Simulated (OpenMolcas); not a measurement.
## Ionisation energies of nickel

```
Program             : OpenMolcas
Basis               : ANO-R2 [6s5p4d2f1g]
Scalar Hamiltonian  : X2C, finite nucleus
Spin-orbit coupling : state interaction with AMFI integrals over the reference wave functions, term energies averaged over their components
```

Active shells in each charge state: the valence d shell, with orbitals averaged over the low states. Where CASPT2's correlated closed shells are named, they are those of the first ion.

A. CASSCF
B. SS-CASPT2, IPEA 0.25 Eh, imaginary shift 0.1 Eh (closed shells correlated: 3s 3p)
C. SS-CASPT2, IPEA 0.25 Eh, imaginary shift 0.1 Eh (closed shells correlated: 2s 2p 3s 3p)
D. SS-CASPT2, IPEA 0 Eh, imaginary shift 0.1 Eh (closed shells correlated: 3s 3p)
E. SS-CASPT2, IPEA 0.25 Eh, imaginary shift 0.1 Eh (closed shells correlated: none)

Energies in eV between the lowest computed levels, named as in B; reference values from the NIST Atomic Spectra Database with their kind.

| From | To | A | B | C | D | E | Spin-orbit share in B | Reference |
| --- | --- | --- | --- | --- | --- | --- | --- | --- |
| Ni2+ 3d8 3F4 | Ni3+ 3d7 4F 9/2 | 32.685 | 35.359 | 35.372 | 35.336 | 34.964 | -0.013 | 35.187 (measured) |
| Ni3+ 3d7 4F 9/2 | Ni4+ 3d6 5D4 | 53.083 | 55.144 | 55.160 | 55.154 | 54.814 | +0.037 | 54.920 (semi-empirical) |
| Ni4+ 3d6 5D4 | Ni5+ 3d5 6S 5/2 | 73.995 | 75.807 | 75.829 | 75.790 | 75.512 | +0.101 | 76.060 (semi-empirical) |
| Ni5+ 3d5 6S 5/2 | Ni6+ 3d4 5D0 | 106.927 | 107.871 | 107.899 | 107.913 | 107.714 | -0.182 | 108.000 (semi-empirical) |
| Ni6+ 3d4 5D0 | Ni7+ 3d3 4F 3/2 | 132.733 | 133.613 | 133.648 | 133.639 | 133.363 | -0.083 | 132.000 (theoretical) |
| Ni7+ 3d3 4F 3/2 | Ni8+ 3d2 3F2 | 162.296 | 162.996 | 163.029 | 163.034 | 162.666 | -0.024 | 162.000 (theoretical) |

Error against the reference values, in %:

```csv
From,Reference,A,B,C,D,E
Ni2+,measured,-7.1,+0.5,+0.5,+0.4,-0.6
Ni3+,semi-empirical,-3.3,+0.4,+0.4,+0.4,-0.2
Ni4+,semi-empirical,-2.7,-0.3,-0.3,-0.4,-0.7
Ni5+,semi-empirical,-1.0,-0.1,-0.1,-0.1,-0.3
Ni6+,theoretical,+0.6,+1.2,+1.2,+1.2,+1.0
Ni7+,theoretical,+0.2,+0.6,+0.6,+0.6,+0.4
```

Absolute error against the one measured value: A 2.50 eV, B 0.17 eV, C 0.19 eV, D 0.15 eV, E 0.22 eV.

The lowest level within the active space need not be the ion's true ground level.
